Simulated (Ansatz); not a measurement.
Consider the formal hydrolysis of a W–Cl bond: `C[O][W]([F])([F])([F])([Cl])[O]C` + H₂O → `C[O][W]([OH])([F])([F])([F])[O]C` + HCl.

Program: Ansatz. Geometries: PBE0-D4/def2-TZVP. ΔE: electronic, gas phase. CCSD(T)/CBS is the MP2 limit (def2-TZVPP, def2-QZVPP) plus CCSD(T) − MP2 in def2-TZVPP, frozen cores. This one scheme is used for every species. Functionals use def2-TZVPP. B3LYP here is the variant with VWN-RPA as its local correlation; programs differ in this. HSE06 is defined as in plane-wave codes. Elements past krypton have def2 core potentials. For W outer-core shells are correlated without core-valence functions, which leaves a few kJ/mol of doubt a bond. Each species was taken in one conformer, which may not be the lowest.

```csv
level,ΔE (kJ/mol),difference from CCSD(T)/CBS
LDA (SPW92),1.6,-5.3
r2SCAN-D4,4.5,-2.4
B97M-V,3.6,-3.3
PBE0-D4,8.2,1.3
B3LYP-D4,4.5,-2.4
r2SCAN0-D4,4.1,-2.8
ωB97X-V,-1.0,-7.9
PBE0,5.2,-1.7
r2SCANh,3.5,-3.4
r2SCAN0,3.2,-3.7
HSE06,5.8,-1.1
LC-ωPBE,-3.6,-10.5
CCSD/def2-TZVPP,-3.4,-10.3
MP2/def2-QZVPP,16.9,10.0
MP2/CBS(def2),18.7,11.8
CCSD/CBS(def2),1.9,-5.0
CCSD(T)/CBS,6.9,0
```

Largest T1 diagnostic among the species: 0.021, so the coupled-cluster value is less sure than usual.

In def2-TZVPP, CCSD(T) changes the Hartree–Fock value by +8.4 kJ/mol (the triples alone add +4.9 kJ/mol) and MP2 by +20.2 kJ/mol. At CCSD(T), def2-SVP lies −20.9 kJ/mol from the extrapolated value and def2-TZVPP −5.3 kJ/mol. From BLYP to BHLYP (50 % exact exchange), in def2-TZVPP and without D4, ΔE moves by −3.1 kJ/mol.

CCSD(T)/CBS has its own doubt, a few kJ/mol and more with outer-core shells, so smaller differences from it don't rank the levels.
